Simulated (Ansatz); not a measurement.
Born–Oppenheimer molecular dynamics of CH₆F₂OSi₂ (12 atoms, charge 0, multiplicity 1). It starts from a relaxed structure.

These are results of RKS PBE-D4/6-31G (Ansatz 0.2.0), not measurements.

```json
{
  "ensemble": "NVT, Langevin thermostat",
  "time step": "0.5 fs",
  "steps asked": "150",
  "set temperature": "300 K",
  "friction": "0.001 /fs",
  "seed": "557155"
}
```

Frames 1 fs apart, positions in Å, forces in eV/Å.

Velocities at 55 fs (Å/ps):

```
Si -0.71 -1.69 0.39
O 5.01 -0.30 -1.26
Si -1.77 2.60 -0.58
H 7.63 -13.49 -0.27
H 12.10 -2.40 -8.00
H 12.10 31.46 -5.10
C -7.18 -4.77 6.45
H -2.56 2.68 -13.08
H -27.50 6.72 -15.17
H 6.02 13.40 -7.31
F 3.06 -1.18 -0.49
F 0.58 1.01 -0.92
```

```xyz
12
Properties=species:S:1:pos:R:3:forces:R:3 time_fs=55 energy_less_start_eV=0.180 T=187
Si -0.009 -0.055 -0.268 0.89 -0.08 2.28
O -0.279 -0.345 1.443 0.02 0.12 -1.51
Si -1.436 -0.318 2.764 0.43 0.11 -0.46
H -2.722 -1.055 2.434 0.04 0.05 -0.03
H -0.713 -1.023 3.883 -0.07 0.03 0.11
H -1.726 1.135 3.102 -0.05 -0.13 0.07
C 1.877 -0.097 -0.588 -0.85 0.37 -0.94
H 2.210 -1.073 -0.284 0.35 -0.88 0.39
H 2.143 0.002 -1.679 -0.28 0.25 0.83
H 2.369 0.651 0.040 0.11 0.21 -0.10
F -0.722 1.433 -0.609 -0.22 0.25 -0.29
F -0.785 -1.222 -1.188 -0.38 -0.30 -0.36
12
Properties=species:S:1:pos:R:3:forces:R:3 time_fs=56 energy_less_start_eV=0.196 T=176
Si -0.009 -0.057 -0.267 0.86 -0.06 2.34
O -0.274 -0.346 1.441 -0.09 0.11 -1.38
Si -1.438 -0.315 2.764 0.55 0.37 -0.43
H -2.715 -1.068 2.434 0.02 0.10 -0.02
H -0.701 -1.025 3.876 -0.12 0.08 0.10
H -1.714 1.166 3.097 -0.04 -0.49 0.01
C 1.869 -0.102 -0.582 -0.63 0.89 -1.27
H 2.209 -1.075 -0.296 0.43 -1.00 0.45
H 2.114 0.008 -1.690 -0.27 0.17 1.15
H 2.376 0.666 0.032 -0.08 -0.11 -0.26
F -0.719 1.431 -0.610 -0.23 0.27 -0.30
F -0.784 -1.221 -1.189 -0.39 -0.33 -0.38
12
Properties=species:S:1:pos:R:3:forces:R:3 time_fs=57 energy_less_start_eV=0.202 T=167
Si -0.009 -0.058 -0.266 0.79 -0.05 2.35
O -0.269 -0.346 1.438 -0.22 0.09 -1.21
Si -1.439 -0.312 2.763 0.70 0.55 -0.43
H -2.707 -1.081 2.434 -0.01 0.13 -0.02
H -0.690 -1.026 3.869 -0.17 0.12 0.08
H -1.702 1.192 3.091 -0.04 -0.75 -0.03
C 1.861 -0.105 -0.577 -0.33 0.94 -1.24
H 2.211 -1.088 -0.304 0.35 -0.68 0.39
H 2.084 0.017 -1.690 -0.20 0.10 1.18
H 2.381 0.679 0.023 -0.24 -0.40 -0.36
F -0.717 1.431 -0.610 -0.23 0.28 -0.31
F -0.784 -1.220 -1.190 -0.40 -0.33 -0.39
12
Properties=species:S:1:pos:R:3:forces:R:3 time_fs=58 energy_less_start_eV=0.196 T=176
Si -0.009 -0.060 -0.264 0.71 -0.05 2.31
O -0.264 -0.345 1.434 -0.36 0.07 -1.00
Si -1.441 -0.310 2.762 0.86 0.64 -0.45
H -2.698 -1.092 2.434 -0.05 0.16 -0.02
H -0.679 -1.025 3.864 -0.21 0.16 0.06
H -1.690 1.211 3.085 -0.06 -0.91 -0.05
C 1.853 -0.108 -0.573 -0.02 0.60 -0.95
H 2.218 -1.106 -0.308 0.16 -0.09 0.24
H 2.053 0.026 -1.680 -0.08 0.05 0.91
H 2.385 0.689 0.011 -0.34 -0.58 -0.36
F -0.714 1.430 -0.611 -0.23 0.27 -0.31
F -0.783 -1.220 -1.192 -0.39 -0.32 -0.39
12
Properties=species:S:1:pos:R:3:forces:R:3 time_fs=59 energy_less_start_eV=0.192 T=181
Si -0.008 -0.061 -0.260 0.60 -0.06 2.23
O -0.260 -0.344 1.430 -0.50 0.04 -0.75
Si -1.442 -0.306 2.761 1.03 0.65 -0.50
H -2.689 -1.102 2.434 -0.08 0.18 -0.02
H -0.671 -1.023 3.858 -0.23 0.18 0.06
H -1.680 1.221 3.079 -0.08 -0.97 -0.06
C 1.845 -0.110 -0.570 0.21 0.08 -0.49
H 2.225 -1.126 -0.310 -0.07 0.53 0.08
H 2.021 0.037 -1.661 0.08 0.01 0.38
H 2.386 0.694 -0.006 -0.36 -0.62 -0.24
F -0.711 1.430 -0.611 -0.22 0.26 -0.31
F -0.784 -1.219 -1.193 -0.37 -0.29 -0.36
12
Properties=species:S:1:pos:R:3:forces:R:3 time_fs=60 energy_less_start_eV=0.200 T=178
Si -0.007 -0.062 -0.256 0.47 -0.09 2.09
O -0.255 -0.343 1.425 -0.63 0.01 -0.48
Si -1.442 -0.303 2.760 1.18 0.56 -0.57
H -2.680 -1.111 2.434 -0.12 0.19 -0.02
H -0.665 -1.019 3.853 -0.24 0.19 0.06
H -1.669 1.221 3.073 -0.12 -0.91 -0.04
C 1.837 -0.112 -0.567 0.31 -0.43 0.01
H 2.233 -1.141 -0.312 -0.26 0.98 -0.05
H 1.989 0.049 -1.639 0.24 0.00 -0.32
H 2.385 0.694 -0.026 -0.29 -0.51 -0.03
F -0.709 1.429 -0.612 -0.20 0.25 -0.31
F -0.784 -1.219 -1.195 -0.33 -0.23 -0.32
12
Properties=species:S:1:pos:R:3:forces:R:3 time_fs=61 energy_less_start_eV=0.213 T=166
Si -0.006 -0.064 -0.252 0.33 -0.11 1.88
O -0.252 -0.342 1.420 -0.76 -0.01 -0.18
Si -1.443 -0.299 2.758 1.31 0.36 -0.66
H -2.674 -1.118 2.434 -0.14 0.20 -0.03
H -0.661 -1.014 3.848 -0.24 0.19 0.07
H -1.661 1.212 3.067 -0.17 -0.73 -0.01
C 1.829 -0.114 -0.565 0.26 -0.83 0.32
H 2.239 -1.147 -0.316 -0.35 1.15 -0.11
H 1.960 0.061 -1.619 0.35 -0.01 -0.98
H 2.380 0.688 -0.046 -0.11 -0.25 0.26
F -0.706 1.429 -0.613 -0.19 0.22 -0.31
F -0.784 -1.219 -1.197 -0.29 -0.17 -0.27
12
Properties=species:S:1:pos:R:3:forces:R:3 time_fs=62 energy_less_start_eV=0.219 T=161
Si -0.005 -0.065 -0.246 0.20 -0.13 1.63
O -0.249 -0.341 1.415 -0.89 -0.05 0.14
Si -1.443 -0.295 2.757 1.41 0.08 -0.77
H -2.667 -1.123 2.434 -0.15 0.21 -0.04
H -0.659 -1.007 3.845 -0.22 0.17 0.10
H -1.654 1.195 3.059 -0.23 -0.45 0.04
C 1.822 -0.117 -0.562 0.13 -1.01 0.28
H 2.242 -1.143 -0.321 -0.35 1.05 -0.12
H 1.935 0.072 -1.608 0.41 -0.04 -1.30
H 2.373 0.679 -0.065 0.10 0.07 0.55
F -0.704 1.428 -0.614 -0.17 0.19 -0.30
F -0.784 -1.219 -1.199 -0.24 -0.10 -0.20
12
Properties=species:S:1:pos:R:3:forces:R:3 time_fs=63 energy_less_start_eV=0.213 T=162
Si -0.004 -0.066 -0.240 0.05 -0.14 1.32
O -0.246 -0.340 1.410 -1.00 -0.08 0.46
Si -1.443 -0.292 2.755 1.47 -0.28 -0.89
H -2.663 -1.126 2.434 -0.15 0.22 -0.04
H -0.660 -0.998 3.841 -0.19 0.14 0.13
H -1.651 1.175 3.054 -0.29 -0.08 0.10
C 1.815 -0.121 -0.558 0.01 -0.79 -0.18
H 2.241 -1.130 -0.327 -0.24 0.67 -0.07
H 1.913 0.083 -1.609 0.41 -0.13 -1.16
H 2.367 0.671 -0.077 0.26 0.34 0.74
F -0.701 1.428 -0.615 -0.14 0.15 -0.28
F -0.785 -1.219 -1.201 -0.19 -0.03 -0.13
12
Properties=species:S:1:pos:R:3:forces:R:3 time_fs=64 energy_less_start_eV=0.208 T=165
Si -0.003 -0.067 -0.234 -0.11 -0.14 0.98
O -0.244 -0.339 1.406 -1.10 -0.10 0.78
Si -1.442 -0.288 2.753 1.50 -0.67 -1.03
H -2.659 -1.127 2.434 -0.14 0.22 -0.05
H -0.662 -0.988 3.838 -0.14 0.09 0.19
H -1.652 1.153 3.049 -0.34 0.33 0.16
C 1.808 -0.126 -0.555 -0.04 -0.10 -0.94
H 2.239 -1.111 -0.334 -0.02 0.05 0.03
H 1.896 0.093 -1.621 0.36 -0.26 -0.57
H 2.364 0.666 -0.081 0.28 0.42 0.76
F -0.699 1.428 -0.617 -0.11 0.11 -0.25
F -0.785 -1.218 -1.203 -0.15 0.04 -0.06
12
Properties=species:S:1:pos:R:3:forces:R:3 time_fs=65 energy_less_start_eV=0.227 T=151
Si -0.002 -0.068 -0.228 -0.25 -0.15 0.59
O -0.243 -0.338 1.402 -1.18 -0.13 1.09
Si -1.441 -0.284 2.750 1.50 -1.04 -1.14
H -2.656 -1.126 2.432 -0.13 0.22 -0.05
H -0.666 -0.977 3.837 -0.09 0.05 0.23
H -1.655 1.134 3.046 -0.39 0.74 0.22
C 1.801 -0.131 -0.553 0.03 0.86 -1.62
H 2.237 -1.092 -0.340 0.24 -0.63 0.14
H 1.882 0.100 -1.640 0.32 -0.39 0.12
H 2.363 0.665 -0.078 0.14 0.29 0.61
F -0.697 1.428 -0.618 -0.09 0.06 -0.22
F -0.785 -1.218 -1.205 -0.10 0.12 0.02
12
Properties=species:S:1:pos:R:3:forces:R:3 time_fs=66 energy_less_start_eV=0.260 T=129
Si -0.001 -0.069 -0.222 -0.39 -0.15 0.20
O -0.243 -0.337 1.399 -1.25 -0.15 1.38
Si -1.440 -0.281 2.747 1.49 -1.30 -1.20
H -2.655 -1.122 2.428 -0.12 0.21 -0.06
H -0.670 -0.966 3.837 -0.05 0.01 0.26
H -1.662 1.121 3.046 -0.43 1.04 0.26
C 1.794 -0.135 -0.552 0.26 1.71 -1.99
H 2.238 -1.079 -0.346 0.42 -1.10 0.22
H 1.872 0.103 -1.657 0.28 -0.46 0.67
H 2.364 0.667 -0.067 -0.09 0.00 0.35
F -0.694 1.428 -0.620 -0.06 0.02 -0.19
F -0.785 -1.218 -1.207 -0.06 0.19 0.10
```

Of the whole run (75 fs, mean temperature of the second half 153 K): The mean temperature of the second half is 49 % below the set value. A run of 0.075 ps of so small a system gives no equilibrium averages. Limits of this set-up: no polarisation functions.

Run time: 8.3 min on 1 thread of AMD EPYC 7R43 64-Core Processor (Zen 3), with other jobs on the host, peak memory 0.14 GiB.
